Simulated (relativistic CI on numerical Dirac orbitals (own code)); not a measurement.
# Mn2+ in a cubic cluster: 3s photoemission with charge transfer

Computed with a charge-transfer multiplet model of a cubic metal-ligand cluster with up to 3 ligand holes, Slater and spin-orbit integrals from Dirac-Coulomb-Breit ions, Slater integrals scaled by 0.8. The ground state mixes d5 with configurations of k ligand holes L, whose averages lie at kΔ + k(k − 1)U_dd/2; a core hole lowers each added d electron by U_cd. 300 K, Lorentzian 1.4 eV and Gaussian 0.8 eV FWHM.

Atomic integrals in eV (Slater integrals scaled, ζ unscaled), ground: F2dd 8.204, F4dd 5.095, zeta_d 0.037; with the core hole: F2dd 9.170, F4dd 5.739, zeta_d 0.045, G2cd 9.371.

Cluster parameters (eV): Δ = 6.9, U_dd = 5.7, 10Dq = 0.3, 10Dq(ligand) = 0.4, V(eg) = 2, V(t2g) = -0.94, final-state hopping factor = 1.

```csv
Case,n_d,d5,d6L,d7L2,d8L3,S
U_cd = 5 eV,5.11,0.89,0.11,0.00,0.00,2.50
U_cd = 6.2 eV,5.11,0.89,0.11,0.00,0.00,2.50
U_cd = 6.8 eV,5.11,0.89,0.11,0.00,0.00,2.50
```

Weights, n_d and S are thermal averages at 300 K. Binding energies count from the first peak over 30 % of the highest in each spectrum, which can be another peak from case to case. The parameters are a model scan and need not match a compound or its usual spin state. Peaks in eV (height, largest 100):
- U_cd = 5 eV: 0.0 (100), 7.6 (9), 10.9 (63), 16.6 (7)
- U_cd = 6.2 eV: 0.0 (100), 6.7 (12), 10.6 (59), 16.4 (11)
- U_cd = 6.8 eV: 0.0 (100), 6.3 (14), 10.5 (57), 16.3 (15)

For the case U_cd = 6.8 eV, Δ = 6.9 eV is larger than U_dd = 5.7 eV, the Mott-Hubbard side of the Zaanen-Sawatzky-Allen scheme. With the core hole the configuration with one ligand hole lies at Δ − U_cd = 1.9, 0.7, 0.1 eV from the one without, in the order of the table; where this is negative the screened configuration lies lower, though the effective hopping of about 3.2 eV (from the holes of the mixed ground state) mixes the two strongly wherever it is as large as the gap.

Without intra-shell correlation the exchange splitting of the 3s hole comes out too large.
